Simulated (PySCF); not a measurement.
Which determinant of CaSe⁺ lies lowest?

Unrestricted PBE0; PySCF, no relativity, basis sets Ca def2-SVP, Se def2-SVP. Outer shells of the fragments: Ca+ 4s1; Se 3d10 4s2 4p4.

Followed along the bond (rough minima from three points):

```
2Ms+1   unpaired  ⟨S²⟩ at the start  R at minimum (Å)  Te (eV)
    2        π ↑               0.76              2.59     0.00
    2        σ ↑               0.75              2.45     0.70
    4  σ ↑, π ↑↑               3.75  none in the scan   ≤ 1.98
```

Solutions found at the starting distance of 2.805 Å, counted from the lowest of them; the search is not exhaustive and high or unbound solutions are not listed, so other states can lie among these:

```csv
2Ms+1,unpaired,term,E (eV),⟨S²⟩,⟨Lz²⟩,μ (D)
2,π ↑,²Π,0.00,0.76,1.01,-13.84
2,σ ↑,²Σ⁺,0.99,0.75,0.00,-14.08
4,"σ ↑, π ↑↑",⁴Σ⁻,1.96,3.75,0.00,-5.21
2,"σ ↓, π ↑↑",mixed,1.99,1.75,0.00,-5.20
2,"σ ↑, π ↑↓",mixed,2.39,1.76,2.01,-5.19
4,"σ ↑↑, π ↑",⁴Π,2.72,3.75,1.01,-5.57
2,"π ↑↑, δ ↓",mixed,3.40,1.75,4.00,-6.71
4,π ↑↑↑,⁴Π,3.46,3.75,1.00,-6.58
2,σ ↑,mixed,3.64,0.75,2.02,-5.10
4,"σ ↑, π ↑, δ ↑",mixed,4.01,3.75,4.99,-6.91
```

A term symbol is given only where ⟨S²⟩ and ⟨Lz²⟩ are close to those of a pure state; real π, δ and φ orbitals otherwise mix terms. A positive dipole points towards Se; it is taken about the centre of mass and depends on that origin.

Task: Compare the gap between the two lowest followed solutions at the starting distance with the gap between their minima.

Result: At PBE0 the second solution (doublet, unpaired electrons σ ↑) lies +0.99 eV from the first (doublet, unpaired electrons π ↑) at 2.805 Å and +0.70 eV at the minima; the two curves relax by different amounts, since their minima lie near 2.45 and 2.59 Å.

Spin–orbit coupling is left out. Counting both spins, an empty level lies below a filled one in some of these solutions, because spin and occupation are held.
